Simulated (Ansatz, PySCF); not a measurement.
Molecule: BaCl (charge 0, doublet). SMILES: [Cl][Ba]
Coordinates optimised at B3LYP-D3(BJ)/def2-TZVP (Ansatz, an electronic-structure program):
```
Cl
Ba 1 2.7004
```
Charge 0, spin multiplicity 2.

Quantity: vertical ionisation energy (to the singlet state of charge +1; each state is the SCF solution reached for its spin), in eV. Correlated levels leave the core frozen unless marked. Open shells are spin-unrestricted. Spin-orbit coupling is left out. The frozen core is the preceding noble-gas configuration, with the filled d and f shells of earlier blocks. The outer core of K, Ca and their heavier congeners is not correlated, a term that matters for these elements. In def2 rows, elements after Kr have scalar-relativistic effective core potentials. 

| level | program | vertical ionisation energy (eV) |
|---|---|---|
| SVWN5/def2-TZVPD | Ansatz | 5.23 |
| PBE/def2-TZVPD | Ansatz | 5.08 |
| r2SCAN/def2-TZVPD | Ansatz | 4.94 |
| B3LYP/def2-TZVPD | Ansatz | 5.15 |
| PBE0/def2-TZVPD | Ansatz | 5.04 |
| CAM-B3LYP/def2-TZVPD | Ansatz | 5.10 |
| wB97M-V/def2-TZVPD | Ansatz | 4.91 |
| wB97X-V/def2-TZVPD | Ansatz | 4.87 |
| CCSD/def2-SVPD | Ansatz | 4.68 |
| CCSD/def2-TZVPPD | Ansatz | 4.68 |
| CCSD/def2-QZVPPD | Ansatz | 4.69 |
| CCSD(T)/def2-SVPD | Ansatz | 4.68 |
| CCSD(T)/def2-TZVPPD | Ansatz | 4.68 |
| CCSD(T)/def2-QZVPPD | Ansatz | 4.69 |

For comparison, minus the highest occupied orbital energy (PySCF): 4.44 eV at CAM-B3LYP/def2-TZVPD, 3.68 eV at PW6B95/def2-TZVPD, 3.32 eV at BP86/def2-TZVPD.
